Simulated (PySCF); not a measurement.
C₂H₉NOSi, SMILES CO[Si@H](C)N. Coordinates come from a PBE0-D3(BJ)/def2-SVP optimisation. The structure was generated by enumeration; whether it is a known compound was not checked. One conformer was computed; it need not be the lowest.

Computed equilibrium geometry at PBE0-D3(BJ)/def2-SVP (PySCF confirms it by a frequency run) as Cartesian coordinates in Å (one conformer of several):
```xyz
14

C      1.9621    -0.0461     0.7046
O      1.2263    -0.0784    -0.4807
Si    -0.4480    -0.0645    -0.5282
C     -1.1049     1.5534     0.1416
N     -1.1833    -1.3308     0.3813
H      1.5726    -0.7579     1.4577
H      1.9690     0.9604     1.1652
H      3.0074    -0.3212     0.4917
H     -0.7337    -0.2541    -1.9746
H     -2.1946     1.6258     0.0043
H     -0.6341     2.4038    -0.3747
H     -0.8917     1.6577     1.2179
H     -1.0368    -2.3079     0.1585
H     -1.4567    -1.2048     1.3478
```
